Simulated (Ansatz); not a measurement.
Mulliken charges of `BCC=N` from ωB97M-V/def2-TZVPP in Ansatz (PBE0-D4/def2-TZVP geometry).

```csv
atom,x (Å),y (Å),z (Å),charge (e)
B1,-1.299,0.615,-0.532,-0.172
C2,-0.202,-0.440,-0.220,-0.141
C3,0.825,-0.038,0.788,-0.031
N4,2.079,-0.022,0.647,-0.236
H5,-1.902,0.574,-1.563,0.083
H6,-1.597,1.435,0.288,0.082
H7,0.249,-0.899,-1.105,0.094
H8,-0.841,-1.226,0.235,0.102
H9,0.426,0.308,1.747,0.113
H10,2.345,-0.359,-0.281,0.105
```

Task: By hand: the dipole of these point charges (1 e Å = 4.8032 D).

Result: Σ q r = (-0.321, -0.085, -0.073) e Å, of length 0.340 e Å = 1.63 D.

Task: How does the dipole of the full density compare? (An estimate is asked.)

Result: Computed: (-0.389, -0.210, -0.249) e Å, 2.44 D; the point charges give 0.67 times that, at 21° from its direction.

Point charges leave out the atoms' own dipoles, such as those of lone pairs, and Mulliken's split depends on the basis, so the two needn't agree.
